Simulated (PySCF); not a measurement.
A structure optimised at PBE-D3(BJ)/def2-SVP, used in a PySCF frequency run:

```
Ge
F 1 1.7416
N 1 1.8181 2 108.73
H 3 1.0270 1 111.65 2 -150.76
H 3 1.0271 4 109.19 1 125.97
Cl 1 2.1481 2 108.31 3 -117.93
Cl 1 2.1612 2 104.56 3 124.25
```

Q: Write its SMILES and formula.

A: [NH2][Ge]([F])([Cl])[Cl], Cl₂FGeH₂N

Q: What are its rotational constants (standard atomic weights)?

A: 2.4520, 1.6849, 1.4299 GHz
